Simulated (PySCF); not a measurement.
Compound: C3H7FOSi.
SMILES with atom numbers: `[CH3:1]/[C:2]([F:3])=[CH:4]\[O:5][SiH3:6]` (hydrogens: H7, H8, H9 on C1; H10 on C4; H11, H12, H13 on Si6)

Method used: PBE0-D3(BJ)/def2-SVP geometry optimisation, gas phase in PySCF 2.14.0.

**Question.** What internal coordinates does the optimisation give?

**Answer.** 
| bond | length (Å) |
| --- | --- |
| C1–C2 | 1.480 |
| C2–F3 | 1.342 |
| C2=C4 | 1.336 |
| C4–O5 | 1.358 |
| O5–Si6 | 1.676 |
| C1–H7, C1–H8, C1–H9 | 1.100 |
| C4–H10 | 1.097 |
| Si6–H11, Si6–H13 | 1.490 |
| Si6–H12 | 1.495 |

Bonds in one row agree within 0.01 Å and their mean is given. A selection of angles:
| angle | degrees |
| --- | --- |
| C2–C1–H7 | 110.0 |
| C2–C1–H8 | 110.6 |
| H7–C1–H8 | 109.0 |
| H8–C1–H9 | 107.4 |
| C1–C2–F3 | 114.6 |
| C1–C2–C4 | 127.5 |
| F3–C2–C4 | 117.9 |
| C2–C4–O5 | 121.8 |
| C2–C4–H10 | 119.8 |
| O5–C4–H10 | 118.4 |
| C4–O5–Si6 | 124.5 |
| O5–Si6–H11 | 111.1 |
| O5–Si6–H12 | 109.6 |
| O5–Si6–H13 | 105.7 |
| H11–Si6–H12 | 108.9 |
| H11–Si6–H13 | 110.7 |

Dihedral angles: C1–C2–C4–O5 2° (synperiplanar); C2–C4–O5–Si6 -155° (antiperiplanar). The mirror-image conformer, all signs reversed, is as good.

O5 (silyl ether oxygen) is bent (angle 124.5°). Of the pairs four or more bonds apart, O5···H7 is among the closest relative to their van der Waals radii: 2.55 Å, 94 % of the sum of Bondi's values. The 2 C–C bonds span 1.336 Å (C2=C4, drawn double) to 1.480 Å (C1–C2, drawn single), a spread of 0.144 Å. Si6 (oxygen-bound silicon) is distorted tetrahedral (angles from 105.7° to 111.1°).

Point group: C1 (no symmetry element, even within 0.4 Å). No frequency check. The numbers are those of one conformer.
